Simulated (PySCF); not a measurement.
N-methyleneaniline, C7H7N.
Numbering: `[CH2:1]=[N:2][c:3]1[cH:4][cH:5][cH:6][cH:7][cH:8]1`

Cartesian coordinates in Å at the PBE0-D3(BJ)/def2-SVP level; atoms count from 1:
```
atom  x, y, z in Å
C1     2.7617   -0.2011    0.1644
N2     1.9071    0.4940    0.7876
C3     0.5476    0.3874    0.4729
C4    -0.0863   -0.8467    0.2643
C5    -1.4476   -0.8952   -0.0263
C6    -2.1890    0.2812   -0.1217
C7    -1.5646    1.5107    0.0960
C8    -0.2112    1.5649    0.4091
H9     2.5072   -0.8780   -0.6744
H10    3.8201   -0.1348    0.4525
H11    0.4895   -1.7699    0.3635
H12   -1.9336   -1.8628   -0.1742
H13   -3.2563    0.2402   -0.3504
H14   -2.1423    2.4361    0.0335
H15    0.2894    2.5159    0.6012
```

Definitions: NICS(0) = −σiso at the ring centroid; NICS(1) = −σiso and NICS(1)zz = −σzz at ±1 Å along the ring normal z. Level: GIAO B3LYP/pcSseg-1 (PySCF, non-relativistic, gas phase) on the PBE0-D3(BJ)/def2-SVP geometry, one conformer.

Ring bond lengths (Å): C3–C4 1.403, C4–C5 1.393, C5–C6 1.394, C6–C7 1.396, C7–C8 1.390, C8–C3 1.402.

Q: What do the NICS probes read (ppm)?

A: 
```csv
ring,type,NICS(0),"NICS(1), two faces","NICS(1)zz, two faces",rms pucker (Å),"centre to ring atoms, mean (Å)"
C3–C4–C5–C6–C7–C8,6-membered carbocycle; formal bonds all aromatic,-8.8,-10.8 / -10.8,-27.1 / -28.0,0.01,1.40
```

Q: What do they say, and how far can they be read as aromaticity?

A: 
- C3–C4–C5–C6–C7–C8: mean NICS(1)zz -27.6 ppm, shielded. The ring is flat and has no four-coordinate atom; by the NICS criterion it is aromatic.

Q: And the bond-length index? Use HOMA with the parameters of Krygowski (1993).

A: 
- C3–C4–C5–C6–C7–C8: HOMA 0.98 = 1 − EN − GEO, with mean bond length 1.396 Å, EN = α(Ropt − mean)² = 0.018 and GEO = α × variance = 0.006. The geometric and the magnetic index point the same way.

Q: What is the mean of the two in-plane components of NICS at the second NICS(1) probe listed for ring C3–C4–C5–C6–C7–C8, 1 Å off the ring?

A: The isotropic value is a third of the trace: (3 × -10.8 − (-28.0))/2 = -2.2 ppm.

Q: What are the shieldings of the ring atoms and their hydrogens in the same run (means over atoms taken as equivalent)?

A: 
```
   atoms                       environment  σ isotropic (ppm)  principal values of the symmetric part, first atom (ppm)
      C3  aromatic carbon bearing nitrogen               19.2                                        -68.3, -8.4, 134.3
 C4 (×2)                aromatic CH carbon               53.1                                        -35.8, 49.2, 161.4
 C5 (×2)                aromatic CH carbon               44.3                                        -68.3, 32.8, 167.4
      C6                aromatic CH carbon               47.0                                        -66.2, 37.4, 170.0
H11 (×2)                 aromatic hydrogen              24.41                                          21.1, 25.1, 27.9
H12 (×2)                 aromatic hydrogen              24.05                                          20.9, 24.3, 27.1
     H13                 aromatic hydrogen              24.19                                          21.2, 24.5, 26.9
```

Q: How do the values depend on the level or the medium?

A: 
| level | NICS(0), C3–C4–C5–C6–C7–C8 | mean NICS(1)zz, C3–C4–C5–C6–C7–C8 |
| --- | --- | --- |
| B3LYP/pcSseg-1, gas | -8.8 | -27.6 |
| PBE0/pcSseg-1, gas | -8.8 | -28.0 |

The geometry is the same throughout.
